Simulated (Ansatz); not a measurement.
A structure relaxed at PBE-D4/def2-SVP in Ansatz, charge -1, doublet:

Cartesian coordinates in Å:
```
Cu -0.426 1.843 -0.775
Cu 2.257 0.526 1.285
Cu -1.228 -1.502 0.403
Cu -1.270 -0.374 -1.761
Cu -2.330 0.628 0.366
Cu -0.136 0.404 1.346
Cu 1.134 -1.844 0.869
Cu 1.127 -0.151 -0.957
Te 0.220 -2.536 -1.483
Te 2.092 2.185 -0.581
Te -2.764 1.695 -1.881
Te 1.324 -0.875 3.168
```

**Question.** Give its formula.

**Answer.** the cluster Cu8Te4⁻.

**Question.** Summarise the bond lengths by kind (pairs closer than 1.2 times the sum of covalent radii, bridged metal pairs left out).

**Answer.** 13 × Cu–Te 2.50 to 2.66 Å; 5 × Cu–Cu 2.39 to 2.68 Å.

In the def2 sets Te takes a core potential; there is no spin–orbit coupling. Another isomer (doublet) lies 0.40 eV lower at PBE0-D4/def2-TZVP; other spin states weren't run for this one.
